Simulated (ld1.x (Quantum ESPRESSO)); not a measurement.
**zirconium (Zr), TM: configuration errors across variants**

```json
{
 "Element": "Zr",
 "Generator": "ld1.x (Quantum ESPRESSO) 7.5",
 "Type": "norm-conserving Troullier–Martins (Kleinman–Bylander form)",
 "Functional": "BLYP",
 "Relativity": "scalar-relativistic",
 "Frozen core": "[Ar] 3d10 4s2",
 "Valence charge": "10",
 "Reference configuration": "4p6 4d2 5s1.75 5p0 (charge +0.25)",
 "Partial waves": "5s (bound): rc 2.60 bohr; 4p (bound): rc 1.90 bohr; 4d (bound): rc 1.55 bohr",
 "Local potential": "all-electron potential smoothed inside 2.10 bohr (lloc = -1)",
 "Core correction": "Bessel-smoothed model core inside 1.50 bohr"
}
```

All-electron excitation energies from the reference (eV): (1) 4p6 4d2 5s2 5p0 -1.241; (2) 4p6 4d2 5s1 5p0 5.820; (3) 4p6 4d2 5s0 5p0 18.866; (4) 4p6 4d2 5s1.5 5p0 1.582; (5) 4p5 4d2 5s2 5p0 36.531; (6) 4p6 4d1 5s2 5p0 6.249; (7) 4p6 4d3 5s0 5p0 6.345.

Tests that are not counted but printed errors over 1 eV. “all radii but the core radius scaled by about 1.18 (s 3.06, p 2.24, d 1.82 bohr); local potential all-electron potential smoothed inside 2.46 bohr (lloc = -1)”: 4p5 4d2 5s2 5p0 (solver errors, printed error -13.5 eV); 4p6 4d1 5s2 5p0 (solver errors, printed error -32.0 eV). “all radii but the core radius scaled by about 1.30 (s 3.38, p 2.46, d 2.02 bohr); local potential all-electron potential smoothed inside 2.72 bohr (lloc = -1)”: 4p5 4d2 5s2 5p0 (solver errors, printed error -714 eV).

A true bound ghost makes a file unfit for plane-wave use even where its test errors are small: the radial tests pick states by their node count and pass the ghost by. Where a test does run into it, the solver fails or the error is huge.

Errors AE − PS in meV (a dash: test not solved or not reliable):

```tsv
change	(1)	(2)	(3)	(4)	(5)	(6)	(7)	bound ghosts
base	0.0	-2.2	-13	-0.4	-150	-25	-52	s
all radii but the core radius scaled by about 0.78 (s 2.02, p 1.48, d 1.20 bohr); local potential all-electron potential smoothed inside 1.64 bohr (lloc = -1)	0.0	-2.2	-15	-0.4	-56	-7.7	-24	s
all radii but the core radius scaled by about 0.85 (s 2.22, p 1.62, d 1.32 bohr); local potential all-electron potential smoothed inside 1.80 bohr (lloc = -1)	+0.1	-1.4	-7.7	-0.3	-97	-12	-23	s
all radii but the core radius scaled by about 0.96 (s 2.48, p 1.82, d 1.48 bohr); local potential all-electron potential smoothed inside 2.02 bohr (lloc = -1)	0.0	-1.9	-11	-0.4	-131	-20	-43	s
all radii but the core radius scaled by about 1.18 (s 3.06, p 2.24, d 1.82 bohr); local potential all-electron potential smoothed inside 2.46 bohr (lloc = -1)	-0.2	-4.1	-14	-0.7	–	–	-64	s
all radii but the core radius scaled by about 1.30 (s 3.38, p 2.46, d 2.02 bohr); local potential all-electron potential smoothed inside 2.72 bohr (lloc = -1)	+0.5	+3.7	-16	+0.2	–	+257	-60	s
all radii but the core radius scaled by about 1.38 (s 3.58, p 2.62, d 2.14 bohr); local potential all-electron potential smoothed inside 2.88 bohr (lloc = -1)	+0.3	+0.5	-21	-0.1	+382	+113	-49	none
```

Task: Give the same row for: all radii but the core radius scaled by about 1.06 (s 2.76, p 2.02, d 1.64 bohr); local potential all-electron potential smoothed inside 2.22 bohr (lloc = -1).

Result: 0.0, -2.6, -14, -0.5, –, -33, -58; bound ghosts: s. Not counted: 4p5 4d2 5s2 5p0 (solver errors, printed error -13.5 eV).
